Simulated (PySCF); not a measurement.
H$_{3}$O$_{3}$Si (SMILES O[Si](O)O), doublet, geometry from GFN2-xTB; MP2/aug-cc-pVDZ (PySCF).

PySCF was given this input:
```python
from pyscf import gto, scf, mp

mol = gto.Mole()
mol.atom = '''
    O    -0.843175   -0.876036   -0.914558
    Si   -0.169416   -0.080382    0.342912
    O    -0.285085    1.517739   -0.033164
    O     1.370660   -0.579478    0.490977
    H    -1.581782   -0.473457   -1.362889
    H     0.234136    2.152053    0.452111
    H     1.780269   -1.051053   -0.236026
'''
mol.basis = 'aug-cc-pvdz'
mol.charge = 0
mol.spin = 1
mol.verbose = 4
mol.build()

mf = scf.UHF(mol)
mf.kernel()

pt = mp.MP2(mf)
pt.kernel()
print('E(MP2) = %.10f' % pt.e_tot)
```

### Question
What does PySCF print? Leave out banner, timings and long lists.

### Answer

```
PySCF version 2.14.0

[INPUT] verbose = 4
[INPUT] num. atoms = 7
[INPUT] num. electrons = 41
[INPUT] charge = 0
[INPUT] spin (= nelec alpha-beta = 2S) = 1
[INPUT] symmetry False subgroup None
[INPUT] Mole.unit = angstrom
[INPUT] Symbol           X                Y                Z      unit          X                Y                Z       unit  Magmom
[INPUT]  1 O     -0.843175000000  -0.876036000000  -0.914558000000 AA   -1.593369825080  -1.655468115259  -1.728264145030 Bohr   0.0
[INPUT]  2 Si    -0.169416000000  -0.080382000000   0.342912000000 AA   -0.320149841119  -0.151899965345   0.648009764827 Bohr   0.0
[INPUT]  3 O     -0.285085000000   1.517739000000  -0.033164000000 AA   -0.538732572222   2.868111038571  -0.062670877195 Bohr   0.0
[INPUT]  4 O      1.370660000000  -0.579478000000   0.490977000000 AA    2.590172009896  -1.095054715211   0.927812063461 Bohr   0.0
[INPUT]  5 H     -1.581782000000  -0.473457000000  -1.362889000000 AA   -2.989134768767  -0.894704061758  -2.575486948182 Bohr   0.0
[INPUT]  6 H      0.234136000000   2.152053000000   0.452111000000 AA    0.442452915901   4.066790775549   0.854365967903 Bohr   0.0
[INPUT]  7 H      1.780269000000  -1.051053000000  -0.236026000000 AA    3.364220838053  -1.986202312402  -0.446024498277 Bohr   0.0

nuclear repulsion = 178.826788411025
number of shells = 47
number of NR pGTOs = 188
number of NR cGTOs = 123
basis = aug-cc-pvdz
ecp = {}

******** <class 'pyscf.scf.uhf.UHF'> ********
method = UHF
initial guess = minao
damping factor = 0
level_shift factor = 0
DIIS = <class 'pyscf.scf.diis.CDIIS'>
diis_start_cycle = 1
diis_space = 8
diis_damp = 0
SCF conv_tol = 1e-09
SCF conv_tol_grad = None
SCF max_cycles = 50
direct_scf = True
direct_scf_tol = 1e-13
number electrons alpha = 21  beta = 20
Set gradient conv threshold to 3.16228e-05
init E= -515.748667060708

cycle= 1 E= -515.28098253036  delta_E= 0.468  |g|= 0.514  |ddm|= 2.35
cycle= 2 E= -515.369296798468  delta_E= -0.0883  |g|= 0.284  |ddm|= 0.716
cycle= 3 E= -515.400897842827  delta_E= -0.0316  |g|= 0.0465  |ddm|= 0.25
cycle= 4 E= -515.403314486236  delta_E= -0.00242  |g|= 0.0124  |ddm|= 0.175
cycle= 5 E= -515.403645488632  delta_E= -0.000331  |g|= 0.00457  |ddm|= 0.075
cycle= 6 E= -515.403687354682  delta_E= -4.19e-05  |g|= 0.00221  |ddm|= 0.0235
cycle= 7 E= -515.403693691287  delta_E= -6.34e-06  |g|= 0.00105  |ddm|= 0.00632
cycle= 8 E= -515.40369534937  delta_E= -1.66e-06  |g|= 0.0003  |ddm|= 0.00352
cycle= 9 E= -515.403695494018  delta_E= -1.45e-07  |g|= 0.000124  |ddm|= 0.00103
cycle= 10 E= -515.4036955218  delta_E= -2.78e-08  |g|= 5.43e-05  |ddm|= 0.000449
cycle= 11 E= -515.403695527403  delta_E= -5.6e-09  |g|= 2e-05  |ddm|= 0.000225
cycle= 12 E= -515.403695527933  delta_E= -5.3e-10  |g|= 1.03e-05  |ddm|= 4.96e-05
Extra cycle  E= -515.403695528015  delta_E= -8.23e-11  |g|= 6.7e-06  |ddm|= 1.32e-05
converged SCF energy = -515.403695528015  <S^2> = 0.75299565  2S+1 = 2.0029934

******** <class 'pyscf.mp.ump2.UMP2'> ********
nocc = (np.int64(21), np.int64(20)), nmo = (123, 123)
E(UMP2) = -516.107677412306  E_corr = -0.703981884291377
E(SCS-UMP2) = -516.082617626242  E_corr = -0.678922098227486
E_corr(same-spin) = -0.191372495679423
E_corr(oppo-spin) = -0.512609388611954
E(MP2) = -516.1076774123
```
